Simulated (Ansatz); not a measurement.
`CO[SiH2]C` + `B[O][GeH2][F]` → `CO[SiH2]F` + `B[O][GeH2][CH3]`  (redistribution)

Isolated molecules relaxed with PBE0-D4/def2-TZVP in Ansatz; ΔE leaves out vibrations. CCSD(T)/CBS adds triple-zeta CCSD(T) − MP2 to the extrapolated MP2 energy (def2 sets, frozen cores). Functionals use def2-TZVPP. For Ge outer-core shells are correlated without core-valence functions, which leaves a few kJ/mol of doubt a bond. Scalar relativity is left out up to krypton. One conformer a species, not always the lowest.

```json
{"level": "PBE0", "ΔE (kJ/mol)": "-73.1"}
{"level": "HF/def2-QZVPP", "ΔE (kJ/mol)": "-74.8"}
```

Question: What does CCSD(T)/CBS give? (Estimate.)

Answer: Ansatz gave: -81.7 kJ/mol. The listed levels differ from it by 8.6, 6.9 kJ/mol.

Largest T1 diagnostic among the species: 0.013.

In def2-TZVPP, CCSD(T) changes the Hartree–Fock value by −4.1 kJ/mol (the triples alone add +0.6 kJ/mol) and MP2 by −5.9 kJ/mol.
